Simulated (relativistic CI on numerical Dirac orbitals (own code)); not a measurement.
Computed by Dirac-Coulomb-Breit CI, separate exchange-only KLI orbitals for each configuration, QED by a radiative potential, unscaled Slater integrals (own radial code, finite nucleus).

The strongest absorption lines from the ground level of an ion, among the configurations computed and to levels below about 853 eV (vacuum wavelength in Å, gf): 14.596 (0.14), 14.652 (0.07), 42.150 (0.35), 42.363 (0.088), 45.389 (2), 46.342 (0.16), 47.825 (1.6), 50.633 (0.19).

Question: Which ion is it?
A. Pr³⁴⁺
B. Ba³³⁺
C. Ba³¹⁺
D. I²⁸⁺

Answer: C. Ba³¹⁺ has 25 electrons and the ground level 3s²3p⁶3d⁷ ⁴F9/2; the strongest line goes to 3s²3p⁵3d⁸ ⁴D°7/2. The pattern of lines fixes the number of electrons, and along that sequence the line energies rise steadily with the charge (about as its square where n changes within one kind of shell, about linearly where n is kept but much faster in heavy ions where fine structure, which grows about as Z⁴, sets the gap, and irregularly where shells cross), which fixes Z. Configurations outside the model, such as inner-shell arrays, can give stronger lines. At this charge energies of transitions that change n are usually good to better than 1 %, and those within a shell (Δn = 0) to a few per cent. Terms inside the open d or f shell come out 10 to 20 % too wide with unscaled integrals.

LS names give the leading component of a level, which can be under half, so a name can repeat, a term be missing and a line seem to break the LS rules.
